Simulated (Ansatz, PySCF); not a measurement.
This PySCF input computes a PBE0/def2-TZVPD energy:

```python
from pyscf import gto, scf, dft

mol = gto.M(
    atom='''
    Ge    0.00296084    0.00052946    0.43654162
    F     1.34367754   -0.80431189   -0.52554518
    F     0.01888352    1.56793281   -0.51943698
    F    -1.37308847   -0.76550346   -0.50716583
    ''',
    basis='def2-tzvpd',
    charge=-1,
    spin=0,
    verbose=4,
)

mf = dft.RKS(mol, xc='pbe0').density_fit(auxbasis='def2-universal-jkfit')
mf.grids.level = 3
mf.conv_tol = 1e-9
mf.max_cycle = 100
mf.max_memory = 1500
mf.kernel()
if not mf.converged:
    mf = mf.newton()
    mf.kernel(mf.make_rdm1())
mf.analyze()
```

**Question.** Write an input for the same energy in Ansatz (a quantum-chemistry and plane-wave program) and say what it gives.

**Answer.** 
Ansatz 0.2 input:
```yaml
crystal:
  periodic: [false, false, false]
  atoms:
    - {symbol: Ge, position_ang: [0.00296084, 0.00052946, 0.43654162]}
    - {symbol: F, position_ang: [1.34367754, -0.80431189, -0.52554518]}
    - {symbol: F, position_ang: [0.01888352, 1.56793281, -0.51943698]}
    - {symbol: F, position_ang: [-1.37308847, -0.76550346, -0.50716583]}
basis:
  gaussian:
    orbitals: def2-TZVPD
hamiltonian:
  xc: {name: PBE0}
total_charge: -1
output: {forces: true}
```
It gives -2376.33032 Eh, and PySCF -2376.33038 Eh, a difference of 0.06 mEh, from the treatment of integrals and grids.
